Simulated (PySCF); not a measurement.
Cl2Sb, charge +1, singlet, at a GFN2-xTB geometry (all electrons, no relativity). Base run: HF/STO-3G run with PySCF.

The PySCF input:
```python
from pyscf import gto, scf

mol = gto.Mole()
mol.atom = '''
    Sb    0.37750143   -0.02033636    0.45805429
    Cl    0.77066814    0.35397311   -1.77453146
    Cl   -1.90317243   -0.29296404    0.40036859
'''
mol.basis = 'sto-3g'
mol.charge = 1
mol.verbose = 5
mol.build()

mf = scf.RHF(mol)
mf.kernel()
mo_i, mo_e, stable_i, stable_e = mf.stability(internal=True, external=True, return_status=True, nroots=6, tol=1e-6)
print('internally stable:', stable_i, ' externally stable:', stable_e)
if not stable_e:
    umf = mf.to_uhf() if not hasattr(mf, 'xc') else mf.to_uks()
    umf.scf_summary = {}
    umf.kernel(umf.make_rdm1(mo_e, umf.mo_occ))
```

The bond that is stretched is that between atoms 3 and 1. A test that says stable can miss a lower solution.

Variants of this job, named by their change:

| change | ΔE vs base (mEh) | <S^2> | E after following the instability (Eh) | <S^2> there | HOMO-LUMO gap (eV) | stability test says | outcome |
|---|---|---|---|---|---|---|---|
| base | 0.000 | 0.000 | -7160.36216 | 0.10 | 9.14 | external instability | converged |
| bond × 1.25 | 70.867 | 0.000 | -7160.30350 | 0.54 | 8.05 | external instability | converged |
| bond × 1.5 | 161.8 | 0.000 | -7160.28610 | 0.95 | 6.55 | external instability | converged |
| bond × 1.8 | 268.4 | 0.000 | -7160.09954 | 1.04 | 3.41 | internal instability | converged |
| bond × 2.2 | - | - | - | - | - | - | not converged |
| bond × 3.0 | - | - | - | - | - | - | not converged |

Where a bond breaks into two radicals, a solution with restricted orbitals usually stops being the lowest and lies too high; an unrestricted one lies lower at the price of spin contamination, which <S^2> shows.
